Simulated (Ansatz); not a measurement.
Abridged output of a molecular run in Ansatz:

```
Functional definition: HF
1336 factors; integrals over basis functions are off by at most 9.1e-4 eV
mean field evaluation 1: about -10700.9878 eV, gradient 3.7e1 eV
mean field evaluation 2: about -10701.1837 eV, gradient 3.7e1 eV
mean field evaluation 4: about -10705.1221 eV, gradient 3.8e0 eV
mean field evaluation 8: about -10705.1921 eV, gradient 2.2e-1 eV
mean field -10705.19245362 eV, -393.4085664304 hartree, gradient 9.6e-6 eV, S^2 0.000000; 0 other end points of the search recorded, 0 dependent functions left out
8 core orbitals not correlated: weight in the atoms' cores, before any rotation towards them, 1.000 or more for the frozen orbitals, at most 0.000 for the correlated occupied ones
reference -10705.19245362 eV, -393.4085664304 hartree; 11, 11 occupied and 214, 214 virtual orbitals, 1336 factors
second order -15.54648879 eV of doubles, -0.00000000 eV of singles
cycle   1  -16.35115827 eV  change   -8.0e-1 eV  update   8.9e-2
cycle   2  -16.79292205 eV  change   -4.4e-1 eV  update   2.7e-2
cycle   3  -16.86260964 eV  change   -7.0e-2 eV  update   1.3e-2
cycle   4  -16.85640003 eV  change    6.2e-3 eV  update   4.0e-3
cycle   5  -16.85580911 eV  change    5.9e-4 eV  update   2.0e-3
cycle   6  -16.85563599 eV  change    1.7e-4 eV  update   8.2e-4
cycle   7  -16.85562930 eV  change    6.7e-6 eV  update   3.1e-4
cycle   8  -16.85575213 eV  change   -1.2e-4 eV  update   1.2e-4
cycle   9  -16.85575851 eV  change   -6.4e-6 eV  update   4.7e-5
cycle  10  -16.85574082 eV  change    1.8e-5 eV  update   2.1e-5
perturbative correction -0.73316495 eV, -0.0269433148 hartree
Total energy: -10722.78135938 eV, -394.0549467951 hartree
```

Its atoms:

Cartesian coordinates in Å:
```
C -0.290 0.277 1.767
B 0.034 -0.226 0.339
C -0.731 -0.513 -0.924
Si 1.110 0.153 -1.221
H 0.149 1.259 1.967
H -1.358 0.302 1.997
H 0.191 -0.403 2.482
H -1.745 -0.161 -1.108
H -0.513 -1.407 -1.514
H 1.742 -0.827 -2.133
H 1.412 1.545 -1.651
```

Question: Which basis set was used?
A. def2-TZVPP
B. cc-pV(Q+d)Z
C. def2-SVP
D. def2-TZVPPD

Answer: A. It gives 233 functions.

Question: Write the keys of the input that set method, charge and spin (a neutral closed shell needs none for the last two).

Answer: 
```yaml
correlation: {method: ccsd_t}
```
